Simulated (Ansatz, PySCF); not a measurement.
Se(Br)(OMe) (CH₃BrOSe), SMILES Br[Se]OC. Atoms are numbered in the order given.

```xyz
7

Se    -0.0416    -0.4500     0.9014
Br     0.7828     1.1138    -0.6300
O     -0.8866    -1.5909    -0.1687
C     -2.1282    -1.1680    -0.6954
H     -1.9922    -0.3434    -1.4158
H     -2.5505    -2.0358    -1.2224
H     -2.8243    -0.8429     0.0959
```

Geometry: PBE0-D3(BJ)/def2-SVP. This is a generated structure with no PubChem entry under its InChIKey; it may be hypothetical. The values are those of a single conformer.

Two levels are set side by side: PBE-D3(BJ)/def2-SVP (Ansatz, a first-principles code) and PBE0-D3(BJ)/def2-SVP (Ansatz). Each level has its own optimised geometry; the coordinates shown are those of the second. Frequencies come from the Hessian of PySCF at each geometry. Differences are taken from unrounded values.

```csv
quantity,PBE0-D3(BJ)
mean bond length (Å),1.473
bond Se1–Br2 (Å),2.339
bond Se1–O3 (Å),1.778
bond O3–C4 (Å),1.413
bond C4–H5 (Å),1.103
bond C4–H6 (Å),1.100
bond C4–H7 (Å),1.103
highest harmonic wavenumber (cm⁻¹),3165
mean harmonic wavenumber (cm⁻¹),1258
zero-point energy (kcal/mol),26.97
```

Q: What does PBE-D3(BJ) give, and how far is it from PBE0-D3(BJ)? (The exact figures need the calculation; the answer reports its results.)

A: 
| quantity | PBE-D3(BJ) | PBE-D3(BJ) minus PBE0-D3(BJ) |
|---|---|---|
| mean bond length (Å) | 1.491 | 0.018 |
| bond Se1–Br2 (Å) | 2.374 | 0.036 |
| bond Se1–O3 (Å) | 1.809 | 0.031 |
| bond O3–C4 (Å) | 1.429 | 0.016 |
| bond C4–H5 (Å) | 1.112 | 0.009 |
| bond C4–H6 (Å) | 1.109 | 0.009 |
| bond C4–H7 (Å) | 1.112 | 0.009 |
| highest harmonic wavenumber (cm⁻¹) | 3065 | -100 |
| mean harmonic wavenumber (cm⁻¹) | 1208 | -49 |
| zero-point energy (kcal/mol) | 25.91 | -1.06 |

Exact exchange shortens and stiffens bonds; PBE has none. Differences between two approximate levels are no errors against the true value.
